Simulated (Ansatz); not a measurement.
Ansatz (an electronic-structure program) input for C2H6GeN2, SMILES [NH2][Ge@@H]1[CH2]N=[CH]1, PBE0-D3(BJ)/def2-SVP. 

Ansatz 0.2 input:
```yaml
crystal:
  periodic: [false, false, false]
  atoms:
    - {symbol: N, position_ang: [1.91140730, -0.01848019, 0.80567762]}
    - {symbol: Ge, position_ang: [0.43690231, -0.21254664, -0.25591816]}
    - {symbol: C, position_ang: [-1.33522054, -0.68712819, 0.62961714]}
    - {symbol: N, position_ang: [-1.97636390, 0.32279241, 0.23827533]}
    - {symbol: C, position_ang: [-1.12581584, 1.17819841, -0.52072943]}
    - {symbol: H, position_ang: [2.79502435, 0.17945738, 0.36095076]}
    - {symbol: H, position_ang: [1.82485875, 0.54932092, 1.63605855]}
    - {symbol: H, position_ang: [0.97859942, -1.04684623, -1.45092742]}
    - {symbol: H, position_ang: [-1.81410947, -1.44668080, 1.23190934]}
    - {symbol: H, position_ang: [-1.01744079, 2.14638952, -0.03010998]}
    - {symbol: H, position_ang: [-1.52689157, 1.34324469, -1.51949733]}
basis:
  gaussian:
    orbitals: def2-SVP
hamiltonian:
  xc: pbe0
  dispersion: d3bj
relax: {f_tol: 0.002, max_steps: 200}
```

Log of the run:

```
WARN ansatz: RAYON_NUM_THREADS=1 ignored (pool sized by the plan → 1); use --threads N
Functional definition: PBE0
integrals: 0.08 GiB planned
1315 factors; integrals over basis functions are off by at most 3.2e-4 eV
mean field: 0.62 GiB planned
mean field evaluation 1: about -61634.9301 eV, gradient 6.6e1 eV
mean field evaluation 2: about -61623.6340 eV, gradient 9.5e1 eV
mean field evaluation 4: about -61644.2866 eV, gradient 6.6e0 eV
mean field evaluation 8: about -61644.4153 eV, gradient 6.4e-1 eV
mean field evaluation 16: about -61644.4164 eV, gradient 5.4e-5 eV
mean field -61644.41639252 eV, -2265.3905183389 hartree, gradient 5.5e-5 eV, S^2 0.000000; 0 other end points of the search recorded, 0 dependent functions left out
the calculation of the forces begins
reference -61644.41642048 eV, -2265.3905193666 hartree; 32, 32 occupied and 86, 86 virtual orbitals, 1315 factors
relax step   1: F+E_penalty+E_count = -61644.61927545 eV  Δ(F+E_penalty+E_count) = +0.000e0 eV  max|allowed force component| = 1.288e0 eV/Å  Δτ_max = 0.0000 Å  (28 SCF iters, accepted)
these checks for a lower state are left out or cut short: starts, cluster_reference, orbital_swaps, neighbouring_geometries, increment
integrals: 0.08 GiB planned
1315 factors; integrals over basis functions are off by at most 3.3e-4 eV
mean field: 0.62 GiB planned
mean field -61644.51455094 eV, -2265.3941255944 hartree, gradient 2.1e-5 eV, S^2 0.000000; 0 other end points of the search recorded, 0 dependent functions left out
the calculation of the forces begins
reference -61644.51457885 eV, -2265.3941266202 hartree; 32, 32 occupied and 86, 86 virtual orbitals, 1315 factors
relax step   2: F+E_penalty+E_count = -61644.71869823 eV  Δ(F+E_penalty+E_count) = -9.942e-2 eV  max|allowed force component| = 8.108e-1 eV/Å  Δτ_max = 0.1044 Å  (31 SCF iters, accepted)
these checks for a lower state are left out or cut short: starts, cluster_reference, orbital_swaps, neighbouring_geometries, increment
integrals: 0.08 GiB planned
1315 factors; integrals over basis functions are off by at most 3.3e-4 eV
mean field: 0.61 GiB planned
mean field evaluation 32: about -61644.5376 eV, gradient 1.6e-5 eV
mean field -61644.53761008 eV, -2265.3949730021 hartree, gradient 1.6e-5 eV, S^2 0.000000; 0 other end points of the search recorded, 0 dependent functions left out
the calculation of the forces begins
reference -61644.53763789 eV, -2265.3949740240 hartree; 32, 32 occupied and 86, 86 virtual orbitals, 1315 factors
relax step   3: F+E_penalty+E_count = -61644.74264094 eV  Δ(F+E_penalty+E_count) = -2.394e-2 eV  max|allowed force component| = 2.505e-1 eV/Å  Δτ_max = 0.0482 Å  (32 SCF iters, accepted)
these checks for a lower state are left out or cut short: starts, cluster_reference, orbital_swaps, neighbouring_geometries, increment
integrals: 0.08 GiB planned
1315 factors; integrals over basis functions are off by at most 3.3e-4 eV
mean field: 0.62 GiB planned
mean field -61644.54185216 eV, -2265.3951288956 hartree, gradient 2.1e-5 eV, S^2 0.000000; 0 other end points of the search recorded, 0 dependent functions left out
the calculation of the forces begins
reference -61644.54187992 eV, -2265.3951299157 hartree; 32, 32 occupied and 86, 86 virtual orbitals, 1315 factors
relax step   4: F+E_penalty+E_count = -61644.74691918 eV  Δ(F+E_penalty+E_count) = -4.278e-3 eV  max|allowed force component| = 1.527e-1 eV/Å  Δτ_max = 0.0372 Å  (31 SCF iters, accepted)
these checks for a lower state are left out or cut short: starts, cluster_reference, orbital_swaps, neighbouring_geometries, increment
integrals: 0.08 GiB planned
1315 factors; integrals over basis functions are off by at most 3.3e-4 eV
mean field: 0.62 GiB planned
mean field -61644.54413826 eV, -2265.3952129082 hartree, gradient 1.0e-5 eV, S^2 0.000000; 0 other end points of the search recorded, 0 dependent functions left out
the calculation of the forces begins
reference -61644.54416603 eV, -2265.3952139289 hartree; 32, 32 occupied and 86, 86 virtual orbitals, 1315 factors
relax step   5: F+E_penalty+E_count = -61644.74910376 eV  Δ(F+E_penalty+E_count) = -2.185e-3 eV  max|allowed force component| = 2.377e-2 eV/Å  Δτ_max = 0.0157 Å  (33 SCF iters, accepted)
these checks for a lower state are left out or cut short: starts, cluster_reference, orbital_swaps, neighbouring_geometries, increment
integrals: 0.08 GiB planned
1315 factors; integrals over basis functions are off by at most 3.3e-4 eV
mean field: 0.62 GiB planned
mean field -61644.54421209 eV, -2265.3952156216 hartree, gradient 1.4e-5 eV, S^2 0.000000; 0 other end points of the search recorded, 0 dependent functions left out
the calculation of the forces begins
reference -61644.54423986 eV, -2265.3952166419 hartree; 32, 32 occupied and 86, 86 virtual orbitals, 1315 factors
relax step   6: F+E_penalty+E_count = -61644.74919824 eV  Δ(F+E_penalty+E_count) = -9.448e-5 eV  max|allowed force component| = 1.510e-2 eV/Å  Δτ_max = 0.0032 Å  (24 SCF iters, accepted)
these checks for a lower state are left out or cut short: starts, cluster_reference, orbital_swaps, neighbouring_geometries, increment
integrals: 0.08 GiB planned
1315 factors; integrals over basis functions are off by at most 3.3e-4 eV
mean field: 0.62 GiB planned
mean field -61644.54433819 eV, -2265.3952202556 hartree, gradient 1.1e-5 eV, S^2 0.000000; 0 other end points of the search recorded, 0 dependent functions left out
the calculation of the forces begins
reference -61644.54436595 eV, -2265.3952212759 hartree; 32, 32 occupied and 86, 86 virtual orbitals, 1315 factors
relax step   7: F+E_penalty+E_count = -61644.74927281 eV  Δ(F+E_penalty+E_count) = -7.457e-5 eV  max|allowed force component| = 1.183e-2 eV/Å  Δτ_max = 0.0084 Å  (27 SCF iters, accepted)
these checks for a lower state are left out or cut short: starts, cluster_reference, orbital_swaps, neighbouring_geometries, increment
integrals: 0.08 GiB planned
1315 factors; integrals over basis functions are off by at most 3.3e-4 eV
mean field: 0.62 GiB planned
mean field -61644.54434997 eV, -2265.3952206886 hartree, gradient 2.4e-5 eV, S^2 0.000000; 0 other end points of the search recorded, 0 dependent functions left out
the calculation of the forces begins
reference -61644.54437774 eV, -2265.3952217090 hartree; 32, 32 occupied and 86, 86 virtual orbitals, 1315 factors
relax step   8: F+E_penalty+E_count = -61644.74928954 eV  Δ(F+E_penalty+E_count) = -1.673e-5 eV  max|allowed force component| = 6.919e-3 eV/Å  Δτ_max = 0.0017 Å  (21 SCF iters, accepted)
these checks for a lower state are left out or cut short: starts, cluster_reference, orbital_swaps, neighbouring_geometries, increment
integrals: 0.08 GiB planned
1315 factors; integrals over basis functions are off by at most 3.3e-4 eV
mean field: 0.62 GiB planned
mean field evaluation 64: about -61644.5443 eV, gradient 9.8e-2 eV
mean field -61644.54436449 eV, -2265.3952212220 hartree, gradient 5.1e-5 eV, S^2 0.000000; 0 other end points of the search recorded, 0 dependent functions left out
the calculation of the forces begins
reference -61644.54439226 eV, -2265.3952222425 hartree; 32, 32 occupied and 86, 86 virtual orbitals, 1315 factors
relax step   9: F+E_penalty+E_count = -61644.74929482 eV  Δ(F+E_penalty+E_count) = -5.280e-6 eV  max|allowed force component| = 1.679e-3 eV/Å  Δτ_max = 0.0014 Å  (21 SCF iters, accepted)
integrals: 0.08 GiB planned
1315 factors; integrals over basis functions are off by at most 3.3e-4 eV
mean field: 0.62 GiB planned
mean field -61644.54436449 eV, -2265.3952212220 hartree, gradient 5.1e-5 eV, S^2 0.000000; 1 other end points of the search recorded, 0 dependent functions left out
the calculation of the forces begins
reference -61644.54439226 eV, -2265.3952222425 hartree; 32, 32 occupied and 86, 86 virtual orbitals, 1315 factors
Total energy: -61644.74932258 eV, -2265.4027532931 hartree
Atom 0 at     1.865716     0.031299     0.812197 Å, force    -0.000228     0.001679     0.001267 eV/Å
Atom 1 at     0.383265    -0.215982    -0.219314 Å, force    -0.000550     0.001207     0.000016 eV/Å
Atom 2 at    -1.328959    -0.719563     0.628169 Å, force     0.001493    -0.001149     0.001051 eV/Å
Atom 3 at    -2.000688     0.291100     0.220930 Å, force    -0.001135     0.000033     0.000545 eV/Å
Atom 4 at    -1.059885     1.155092    -0.503167 Å, force    -0.000010     0.000003    -0.000212 eV/Å
Atom 5 at     2.753628     0.137260     0.332719 Å, force     0.000318    -0.000238     0.000214 eV/Å
Atom 6 at     1.800413     0.684803     1.585586 Å, force     0.001096    -0.001586    -0.000994 eV/Å
Atom 7 at     0.871285    -1.026839    -1.439580 Å, force     0.000166    -0.000815    -0.000574 eV/Å
Atom 8 at    -1.797053    -1.520435     1.220231 Å, force    -0.000726     0.001034    -0.001076 eV/Å
Atom 9 at    -0.932816     2.119473     0.015382 Å, force    -0.000945    -0.000175    -0.000308 eV/Å
Atom 10 at    -1.403955     1.371512    -1.527846 Å, force     0.000521     0.000007     0.000073 eV/Å
Dipole moment:     0.531076     0.157435    -0.035494 e Å
```

The calculation finished and met its thresholds.

Cost: about 50 core-seconds (a rough figure).
